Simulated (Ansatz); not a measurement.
Abridged output of a molecular run in Ansatz:

```
Functional definition: HF
1537 factors; integrals over basis functions are off by at most 1.2e-3 eV
mean field evaluation 1: about -69466.8589 eV, gradient 4.8e1 eV
mean field evaluation 2: about -69467.0454 eV, gradient 4.8e1 eV
mean field evaluation 4: about -69471.4682 eV, gradient 4.4e0 eV
mean field evaluation 8: about -69471.5269 eV, gradient 4.3e-1 eV
mean field -69471.52750620 eV, -2553.0315463603 hartree, gradient 2.6e-6 eV, S^2 0.000000; 0 other end points of the search recorded, 0 dependent functions left out
17 core orbitals not correlated: weight in the atoms' cores, before any rotation towards them, 1.000 or more for the frozen orbitals, at most 0.000 for the correlated occupied ones
reference -69471.52750620 eV, -2553.0315463603 hartree; 20, 20 occupied and 216, 216 virtual orbitals, 1537 factors
second order -28.23554713 eV of doubles, -0.00000000 eV of singles
cycle   1  -28.13895243 eV  change    9.7e-2 eV  update   1.2e-1
cycle   2  -28.86339595 eV  change   -7.2e-1 eV  update   3.6e-2
cycle   3  -29.01853727 eV  change   -1.6e-1 eV  update   1.9e-2
cycle   4  -29.00495529 eV  change    1.4e-2 eV  update   5.0e-3
cycle   5  -29.00124100 eV  change    3.7e-3 eV  update   2.6e-3
cycle   6  -29.00246312 eV  change   -1.2e-3 eV  update   8.3e-4
cycle   7  -29.00215090 eV  change    3.1e-4 eV  update   3.2e-4
cycle   8  -29.00207843 eV  change    7.2e-5 eV  update   9.3e-5
cycle   9  -29.00211271 eV  change   -3.4e-5 eV  update   3.4e-5
perturbative correction -1.16539678 eV, -0.0428275418 hartree
Total energy: -69501.69501570 eV, -2554.1401818860 hartree
```

Its atoms:

Cartesian coordinates in Å:
```
C 0.6113 0.4538 1.8213
O -0.2953 0.5036 0.7456
Ga -0.0448 -0.3100 -0.8023
N -1.2262 -0.1068 -2.1421
Cl 1.7413 -1.4531 -1.0789
H 0.1135 0.0335 2.7013
H 0.9440 1.4673 2.0682
H 1.4986 -0.1537 1.6095
H -1.1985 -0.7028 -2.9513
H -2.1439 0.2682 -1.9712
```

Task: Which basis set was used?
A. def2-SVPD
B. def2-TZVPPD
C. def2-TZVPP
D. cc-pV(D+d)Z

Result: C. It gives 253 functions.

Task: Write the keys of the input that set method, charge and spin (a neutral closed shell needs none for the last two).

Result: 
```yaml
correlation: {method: ccsd_t}
```
